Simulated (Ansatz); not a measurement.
`[F][Ga]([F])[I]` + `O[SiH3]` → `[F][Ga]([F])[O][SiH3]` + HI at 298.15 K and 1 bar (ligand exchange at a Ga–I bond).

Computed with Ansatz on PBE0-D4/def2-TZVP structures; ΔE is electronic, products minus reactants. CCSD(T)/CBS is the MP2 limit (def2-TZVPP, def2-QZVPP) plus CCSD(T) − MP2 in def2-TZVPP, frozen cores. Elements past krypton have def2 core potentials. For Ga, I outer-core shells are correlated without core-valence functions, which leaves a few kJ/mol of doubt a bond. Scalar relativity is left out up to krypton. One conformer a species, not always the lowest.

```tsv
species	CCSD(T)/CBS energy (Eh)	H − E (kJ/mol)	S (J/(mol·K))
`[F][Ga]([F])[I]`	-2421.09887	29.6	332.7
`O[SiH3]`	-366.69042	113.6	257.8
`[F][Ga]([F])[O][SiH3]`	-2489.72997	111.4	388.2
HI	-298.03592	22.7	206.5
```

H − E and S are ideal-gas, rigid-rotor, harmonic terms from PBE0-D4/def2-TZVP, for one conformer and one mirror image of each species. 1 Eh = 2625.50 kJ/mol, R = 8.31446 J/(mol·K).

By hand: ΔE, ΔH, ΔS and ΔG.

ΔE = (-2489.72997) + (-298.03592) − (-2421.09887) − (-366.69042) = 0.02340 Eh = 61.4 kJ/mol. Δ(H − E) = 111.4 + 22.7 − 29.6 − 113.6 = -9.1, so ΔH = 52.3 kJ/mol. ΔS = 388.2 + 206.5 − 332.7 − 257.8 = 4.2 J/(mol·K). ΔG = 52.3 − 298.15 × (4.2)/1000 = 51.0 kJ/mol.

By hand: the equilibrium constant, and the temperature at which ΔG would vanish if ΔH and ΔS stayed fixed.

log₁₀ K = −ΔG/(RT ln 10) = -8.9. ΔG = 0 at ΔH/ΔS = 12452 K, far beyond where these terms or the molecules hold.

The number of gas molecules stays the same, so ΔS is small and ΔH decides. A doubt of 5 kJ/mol in ΔE shifts log₁₀ K by 0.9 here. Other conformers and mirror images would add mixing entropy, several J/(mol·K) or more a flexible species. Modes under 60 cm⁻¹, often nearly free rotors, make the harmonic entropy too high. These are equilibria of isolated gas molecules and say nothing of rates. Largest T1 diagnostic: 0.014 (customary marks: 0.02 for closed shells, 0.045 for open ones).
